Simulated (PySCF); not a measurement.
**In⁺ (indium, charge +1) across methods**

[Kr] 4d10 5s2, closed-shell 1S. Computed with PySCF 2.14 in x2c-TZVPPall with one added diffuse shell each of s, p, d, f type (9s7p5d3f, 76 functions), with the spin-free X2C one-electron Hamiltonian (Gaussian nucleus).

```json
{"method": "wB97X", "E (hartree)": "-5880.91", "mean ε 4p (eV)": "-92.643", "mean ε 4d (eV)": "-31.040", "mean ε 5s (eV)": "-18.046", "Σ⟨r²⟩ (bohr²)": "40.66", "⟨S²⟩": "0.000"}
{"method": "wB97M-V", "E (hartree)": "-5880.30", "mean ε 4p (eV)": "-93.225", "mean ε 4d (eV)": "-31.099", "mean ε 5s (eV)": "-17.883", "Σ⟨r²⟩ (bohr²)": "40.82", "⟨S²⟩": "0.000"}
{"method": "LDA", "E (hartree)": "-5874.87", "mean ε 4p (eV)": "-85.730", "mean ε 4d (eV)": "-26.306", "mean ε 5s (eV)": "-15.294", "Σ⟨r²⟩ (bohr²)": "40.50", "⟨S²⟩": "0.000"}
{"method": "M06-2X", "E (hartree)": "-5881.20", "mean ε 4p (eV)": "-94.925", "mean ε 4d (eV)": "-31.101", "mean ε 5s (eV)": "-16.164", "Σ⟨r²⟩ (bohr²)": "41.21", "⟨S²⟩": "0.000"}
{"method": "UHF", "E (hartree)": "-5878.04965", "mean ε 4p (eV)": "-104.77", "mean ε 4d (eV)": "-34.910", "mean ε 5s (eV)": "-17.308", "Σ⟨r²⟩ (bohr²)": "41.38", "⟨S²⟩": "0.000"}
{"method": "PBE0", "E (hartree)": "-5880.36", "mean ε 4p (eV)": "-90.767", "mean ε 4d (eV)": "-28.590", "mean ε 5s (eV)": "-15.734", "Σ⟨r²⟩ (bohr²)": "40.66", "⟨S²⟩": "0.000"}
{"method": "PBE", "E (hartree)": "-5880.29", "mean ε 4p (eV)": "-85.701", "mean ε 4d (eV)": "-26.127", "mean ε 5s (eV)": "-14.918", "Σ⟨r²⟩ (bohr²)": "40.65", "⟨S²⟩": "0.000"}
{"method": "r2SCAN", "E (hartree)": "-5880.71", "mean ε 4p (eV)": "-88.035", "mean ε 4d (eV)": "-26.747", "mean ε 5s (eV)": "-15.108", "Σ⟨r²⟩ (bohr²)": "40.55", "⟨S²⟩": "0.000"}
```

Estimate the same row for TPSS.

E (hartree) = -5880.45; mean ε 4p (eV) = -86.297; mean ε 4d (eV) = -26.193; mean ε 5s (eV) = -14.812; Σ⟨r²⟩ (bohr²) = 40.63; ⟨S²⟩ = 0.000.
